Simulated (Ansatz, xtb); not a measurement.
## Two conformers of BrH3NOSi

We compare a, `N[Si](O)Br`, a doublet, with b, `N[Si](O)Br`, a doublet. Both are isolated molecules in the gas phase, relaxed with B3LYP-D3(BJ)/def2-SVP.

a (Å):

```xyz
7

Br    0.2473    1.3155   -1.7056
N    -2.8021    0.7769   -0.7449
O    -2.0951   -0.7885   -2.7806
Si   -1.4868   -0.1379   -1.3672
H    -3.7545    0.4331   -0.8318
H    -2.6813    1.4124    0.0368
H    -1.5378   -1.4510   -3.2082
```

b (Å):

```yaml
atoms:
  - { symbol: Br, position_ang: [0.7551, -0.4505, 1.3211] }
  - { symbol: N, position_ang: [-1.3800, 0.3345, -0.9205] }
  - { symbol: O, position_ang: [0.6800, -1.2040, -1.9002] }
  - { symbol: Si, position_ang: [0.3311, 0.0487, -0.8620] }
  - { symbol: H, position_ang: [-1.8196, 0.8719, -0.1769] }
  - { symbol: H, position_ang: [-1.8156, 0.5297, -1.8197] }
  - { symbol: H, position_ang: [0.0617, -1.9496, -1.8930] }
```

Energies in hartree; the thermal terms are from B3LYP-D3(BJ)/def2-SVP harmonic frequencies (ideal gas, rigid rotor, one conformer each, 298.15 K, 1 atm) and include the zero-point energy:

```
                               a            b
E, CCSD(T)/def2-SVP  −2992.686581  −2992.684527
    E, MP2/def2-SVP  −2992.648467  −2992.646536
  E, MP2/def2-TZVPP  −2993.405906  −2993.404781
  zero-point energy      0.040677      0.040619
       H(298 K) − E      0.048032      0.047855
       G(298 K) − E      0.008965      0.009103
```

Problem. Correct the CCSD(T) difference for the basis set by the MP2 change, then work out ΔE, ΔE₀, ΔH and ΔG for a → b in kJ/mol (1 Eh = 2625.50 kJ/mol) and the equilibrium ratio [b]/[a].

Solution. 1. Differences b − a: CCSD(T) +0.002054, MP2 in the small set +0.001931, MP2 in the large set +0.001125 Eh.
2. ΔE = +0.002054 + (+0.001125 − (+0.001931)) = +0.001248 Eh = +3.28 kJ/mol.
3. ΔE₀ = ΔE + ΔZPE = +0.001248 + (−0.000058) Eh = +3.12 kJ/mol.
4. ΔH = ΔE + (−0.000177) Eh = +2.81 kJ/mol.
5. ΔG = ΔE + (+0.000138) Eh = +3.64 kJ/mol, so ΔS = (ΔH − ΔG)/T = −2.8 J/(mol K).
6. kT = 0.9442 mEh, so K = [b]/[a] = exp(−ΔG/kT) = exp(−1.47) ≈ 0.23.

The two are too close for this level to say which is favoured. An error of 4 kJ/mol in ΔG would change K by a factor of 5. Mirror images and further conformers aren't counted.

Other levels gave ΔE = +7.0 (B3LYP-D3(BJ)/def2-SVP); +3.2 (HF/def2-SVP); +5.1 (MP2/def2-SVP); +5.4 (CCSD(T)/def2-SVP) kJ/mol. Open shells are spin-unrestricted. The correlated steps freeze 16 core orbitals; the filled d shell of Br is correlated, in a basis made for valence electrons. Programs: Ansatz 0.2.0.
